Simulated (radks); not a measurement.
All-electron atom: Tb I in [Xe] 4f8.5 6s1 6p1.5 (fractional occupations, a model configuration).

All-electron calculation, Dirac Kohn-Sham, PBE, spin-unpolarised, spherical densities, finite nucleus; open shells are shared between the two j in proportion to 2j + 1; Fermi nuclear charge, rms radius 5.06 fm. Program: a radial shooting solver on a logarithmic mesh with Libxc functionals.

Energy parts (hartree):
total: -11717.7646
kinetic: 12813.2761
electron-nucleus: -28831.0264
Hartree: 4556.9408
exchange-correlation: -256.9551

Orbitals (lengths in bohr, moments of r in powers of bohr; <r^-3> diverges for s and p1/2; r(max) is where P^2 peaks; r(90%) holds 90 % of the orbital's charge):
orbital     occ.  eigenvalue (hartree)   r(max)  r(90%)  <r^-3>      <r>
1s1/2          2             -1903.664  0.01364  0.0389       -  0.02151
2s1/2          2             -315.5999  0.07767   0.142       -  0.09096
2p1/2          2             -299.9445  0.05859   0.125       -  0.07589
2p3/2          4             -272.5094  0.06451   0.134   10440  0.08284
3s1/2          2             -70.18380   0.2200   0.351       -   0.2389
3p1/2          2             -63.37204   0.2073   0.344       -   0.2286
3p3/2          4             -57.70861   0.2198   0.362    2230   0.2418
3d3/2          4             -45.96735   0.1744   0.334   376.0   0.2141
3d5/2          6             -44.73186   0.1779   0.339   332.9   0.2182
4s1/2          2             -14.08451   0.5050   0.778       -   0.5412
4p1/2          2             -11.41416   0.5088   0.804       -   0.5524
4p3/2          4             -10.15163   0.5353   0.847   498.0   0.5824
4d3/2          4              -5.75245   0.5418   0.927   71.37   0.6167
4d5/2          6              -5.52405   0.5504   0.943   62.24   0.6274
4f5/2    3.64286              -0.33618   0.5504    1.48   8.743   0.8573
4f7/2    4.85714              -0.30617   0.5554    1.51   8.393   0.8726
5s1/2          2              -1.91714    1.178    1.90       -    1.316
5p1/2          2              -1.18982    1.285    2.17       -    1.477
5p3/2          4              -1.02246    1.364    2.31   64.93    1.575
6s1/2          1              -0.19562    3.311    5.65       -    3.849
6p1/2        0.5              -0.09020    4.222    7.41       -    4.987
6p3/2          1              -0.07928    4.481    7.86   4.276    5.293

The highest occupied level is 6p3/2 at -2.157 eV. The density falls to 0.001 e/bohr^3 at r = 5.58 bohr. Summed over all electrons, <r^2> = 100.1 bohr^2, which gives a Langevin (diamagnetic) susceptibility term of -79.3 x 10^-6 cm^3/mol.
